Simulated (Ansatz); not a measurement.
Basis-set series for `C=[N][GaH2]`. The species carries charge 0 and has multiplicity 1. All single points use the PBE0-D4/def2-TZVP geometry.

Cartesian coordinates in Å:
```
C 1.0741 0.7903 0.6679
N 0.1989 -0.0043 0.2858
Ga -1.0950 -0.8045 -0.6823
H 1.3616 1.6922 0.1048
H 1.6231 0.6357 1.6098
H -0.6094 -1.8941 -1.6814
H -2.5534 -0.4153 -0.3047
```

```
functional       basis  functions  energy (Eh)  HOMO (eV)  LUMO (eV)
   PBE0-D4    def2-SVP         80  -2019.39683      -6.57      -0.86
   PBE0-D4  def2-TZVPP        166  -2019.75028      -6.61      -0.95
   ωB97M-V    def2-SVP         80  -2019.61002      -8.80       0.87
   ωB97M-V  def2-TZVPP        166  -2019.96745      -8.86       0.73
```

Problem. Give the rows for def2-QZVPP. (An estimate is asked.)

Solution. The calculation gave: 
| functional | basis | functions | energy (Eh) | HOMO (eV) | LUMO (eV) |
| --- | --- | --- | --- | --- | --- |
| PBE0-D4 | def2-QZVPP | 323 | -2019.79971 | -6.61 | -1.02 |
| ωB97M-V | def2-QZVPP | 323 | -2020.01535 | -8.87 | 0.45 |

Positive LUMOs are unbound and depend on the basis. Scalar relativity is left out up to krypton.

Results of the Gaussian-basis code of Ansatz.
